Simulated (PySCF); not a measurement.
Molfile (atoms numbered from 1):
```
C4H12OSi
     RDKit          3D

 18 17  0  0  0  0  0  0  0  0999 V2000
    2.5706    0.3334   -0.0558 C   0  0  0  0  0  0  0  0  0  0  0  0
    1.2028    0.1539   -0.2426 O   0  0  0  0  0  0  0  0  0  0  0  0
    0.4875   -0.0601    0.9422 C   0  0  0  0  0  0  0  0  0  0  0  0
   -0.9823   -0.2184    0.5938 C   0  0  2  0  0  0  0  0  0  0  0  0
   -1.2730   -1.5497   -0.0977 C   0  0  0  0  0  0  0  0  0  0  0  0
   -1.5606    1.2527   -0.4670 Si  0  0  0  0  0  4  0  0  0  0  0  0
    3.0446   -0.5547    0.4072 H   0  0  0  0  0  0  0  0  0  0  0  0
    2.7895    1.2094    0.5869 H   0  0  0  0  0  0  0  0  0  0  0  0
    3.0283    0.4997   -1.0409 H   0  0  0  0  0  0  0  0  0  0  0  0
    0.8675   -0.9667    1.4626 H   0  0  0  0  0  0  0  0  0  0  0  0
    0.6312    0.7940    1.6370 H   0  0  0  0  0  0  0  0  0  0  0  0
   -1.5553   -0.1605    1.5367 H   0  0  0  0  0  0  0  0  0  0  0  0
   -0.6680   -1.6481   -1.0118 H   0  0  0  0  0  0  0  0  0  0  0  0
   -2.3327   -1.6451   -0.3817 H   0  0  0  0  0  0  0  0  0  0  0  0
   -1.0278   -2.4014    0.5589 H   0  0  0  0  0  0  0  0  0  0  0  0
   -1.0216    2.5348    0.0856 H   0  0  0  0  0  0  0  0  0  0  0  0
   -1.1537    1.1152   -1.8962 H   0  0  0  0  0  0  0  0  0  0  0  0
   -3.0570    1.3191   -0.4236 H   0  0  0  0  0  0  0  0  0  0  0  0
  1  2  1  0
  2  3  1  0
  3  4  1  0
  4  5  1  0
  4  6  1  0
  1  7  1  0
  1  8  1  0
  1  9  1  0
  3 10  1  0
  3 11  1  0
  4 12  1  1
  5 13  1  0
  5 14  1  0
  5 15  1  0
  6 16  1  0
  6 17  1  0
  6 18  1  0
M  END
```

Geometry: PBE0-D3(BJ)/def2-SVP; GIAO absolute shieldings from PySCF 2.14, gas phase, non-relativistic, averaged over equivalent atoms.

At PBE0/pcSseg-1 (169 basis functions, 17 s wall time on 1 thread of an Arm Neoverse V2, shared host):
| atoms | σ (ppm) |
| --- | --- |
| C3 | 106.0 |
| C1 | 125.3 |
| C4 | 164.4 |
| C5 | 167.5 |
| O2 | 309.0 |
| Si6 | 409.6 |
| H16/H17/H18 | 27.51 |
| H7/H8/H9 | 27.97 |
| H11 | 28.00 |
| H10 | 28.06 |
| H13/H14/H15 | 30.08 |
| H12 | 30.34 |

Q: What do these become at KT2/pcSseg-1?

A: 
```json
{"atoms": "C3", "σ at KT2/pcSseg-1": "102.4", "change": "-3.6"}
{"atoms": "C1", "σ at KT2/pcSseg-1": "123.2", "change": "-2.1"}
{"atoms": "C4", "σ at KT2/pcSseg-1": "160.3", "change": "-4.1"}
{"atoms": "C5", "σ at KT2/pcSseg-1": "165.3", "change": "-2.2"}
{"atoms": "O2", "σ at KT2/pcSseg-1": "293.1", "change": "-15.9"}
{"atoms": "Si6", "σ at KT2/pcSseg-1": "423.4", "change": "+13.8"}
{"atoms": "H16/H17/H18", "σ at KT2/pcSseg-1": "27.39", "change": "-0.12"}
{"atoms": "H7/H8/H9", "σ at KT2/pcSseg-1": "27.79", "change": "-0.18"}
{"atoms": "H11", "σ at KT2/pcSseg-1": "27.75", "change": "-0.25"}
{"atoms": "H10", "σ at KT2/pcSseg-1": "27.81", "change": "-0.25"}
{"atoms": "H13/H14/H15", "σ at KT2/pcSseg-1": "29.96", "change": "-0.12"}
{"atoms": "H12", "σ at KT2/pcSseg-1": "30.00", "change": "-0.34"}
```

The largest change is at O2 (ether oxygen). Cost: 169 basis functions, 25 s wall time on 1 thread of an Arm Neoverse V2, shared host. The order of the carbon signals is the same at both levels.
